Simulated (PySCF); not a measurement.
**SrLi⁻: energy against distance**

Set-up: basis Sr def2-SVPD with ECP28, Li def2-SVPD; scalar-relativistic core potentials; PySCF 2.14. Energies in eV from Sr + Li⁻ in their ground configurations at the same level. State: ¹Σ⁺ (singlet), closed shell.

```csv
R (Å),PBE0
3.398,-0.4901
3.556,-0.5470
3.714,-0.5783
3.833,-0.5893
3.951,-0.5922
4.069,-0.5888
4.228,-0.5771
4.425,-0.5545
4.662,-0.5204
4.978,-0.4701
```

Task: Put a parabola through the three lowest points of the PBE0 curve and estimate Re, k and ωe (reduced mass 6.497 u; 1 eV/Å² = 0.16022 mdyn/Å; ωe = 1302.8·√(k/μ) cm⁻¹).

Result: Through R = 3.833, 3.951, 4.069 Å the second-order coefficient is 0.226 eV/Å², so Re ≈ 3.946 Å, k ≈ 0.0725 mdyn/Å and ωe ≈ 138 cm⁻¹. A polynomial fit of higher order to the unrounded PBE0 energies gives Re = 3.941 Å, k = 0.0726 mdyn/Å, ωe = 138 cm⁻¹; anharmonicity and rounding make the difference.

The higher-order fit for each curve: PBE0: Re = 3.941 Å, ωe = 138 cm⁻¹, De = 0.59 eV.

Closed-shell solutions of metal pairs were not tested for spin polarisation, which can lower them a little. For an ion De counts to the pair picked by the measured ionisation energies or electron affinities, which need not be the lowest pair at this level. The highest Kohn–Sham level is positive in this anion. Much of that is self-interaction error, but it also means that the finite basis helps to hold the extra electron.
